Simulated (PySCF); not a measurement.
# Core-level binding energies of `C[N+]1(C)[GaH2-][CH2]C[C@@H]1O[SiH3]`

C5H16GaNOSi.
Numbering: `[CH3:1][N+:2]1([CH3:3])[GaH2-:4][CH2:5][CH2:6][C@@H:7]1[O:8][SiH3:9]`

Cartesian coordinates in Å at the PBE0-D3(BJ)/def2-SVP level; atoms count from 1:
```xyz
25
C5H16GaNOSi angstrom
C     -1.174   -1.713   -0.756
N     -0.905   -0.608    0.167
C     -1.551   -0.871    1.453
Ga    -1.590    1.315   -0.589
C      0.104    2.105    0.151
C      0.765    1.008    0.985
C      0.547   -0.364    0.352
O      1.128   -0.439   -0.909
Si     2.737   -0.184   -1.290
H     -2.260   -1.810   -0.879
H     -0.721   -1.503   -1.730
H     -0.770   -2.665   -0.364
H     -2.624   -1.031    1.289
H     -1.445   -0.013    2.127
H     -1.121   -1.768    1.936
H     -1.718    1.082   -2.148
H     -2.933    1.480    0.243
H     -0.068    3.003    0.764
H      0.760    2.406   -0.680
H      1.857    1.144    1.110
H      0.367    0.994    2.012
H      0.954   -1.174    0.999
H      2.900   -0.697   -2.675
H      3.603   -0.950   -0.340
H      3.105    1.260   -1.226
```

Computed with delta-SCF UKS SCAN, pcX-2 on the ionised atom, pcseg-1 elsewhere, spin-free X2C in PySCF 2.14.0. These are vertical core ionisation energies against the vacuum level, from separate self-consistent calculations with and without the core hole.

**Question.** Give the core binding energies atom by atom.

**Answer.** 
```tsv
atom(s)	bonded to	level	binding energy (eV)	2p1/2 (eV)	above the level's lowest (eV)	count
Si9	O and 3 H	Si 2p3/2	107.64	108.27	0.00	1
C5	C, 2 H and Ga	C 1s	289.08	–	0.00	1
C6	2 C and 2 H	C 1s	290.55	–	+1.47	1
C1	N and 3 H	C 1s	291.63	–	+2.55	1
C3	N and 3 H	C 1s	291.86	–	+2.78	1
C7	O, N, C and H	C 1s	293.15	–	+4.07	1
N2	3 C and Ga	N 1s	405.81	–	0.00	1
O8	C and Si	O 1s	538.23	–	0.00	1
Si9	O and 3 H	Si 1s	1847.54	–	0.00	1
```

Lowest listed C 1s: C5, bonded to C, 2 H and Ga. Highest, 4.07 eV above it: C7, bonded to O, N, C and H. The widest gap between neighbouring values is 1.47 eV, between 289.08 and 290.55 eV.

**Question.** Express the binding energy of C 1s of C6 in atomic units and per mole.

**Answer.** 290.55 eV = 10.6775 Eh = 28034 kJ/mol.

**Question.** What is the C 1s shift of C1 against C7?

**Answer.** 291.63 − 293.15 = -1.52 eV, or -147 kJ/mol.

Spin–orbit and ligand-field terms were added within each 2p shell after the spin-free SCF. 2p1/2 minus 2p3/2 (ligand field included): Si 0.63 eV. No level of gallium is listed. The structure is a single PBE0-D3(BJ)/def2-SVP conformer in the gas phase; no vibrational or solvent corrections.

Hardware: an Arm Neoverse N1 with one thread, shared host with 64 logical CPUs at a one-minute load of 61. Cost: 9.8 min, 0.79 GiB resident at most.
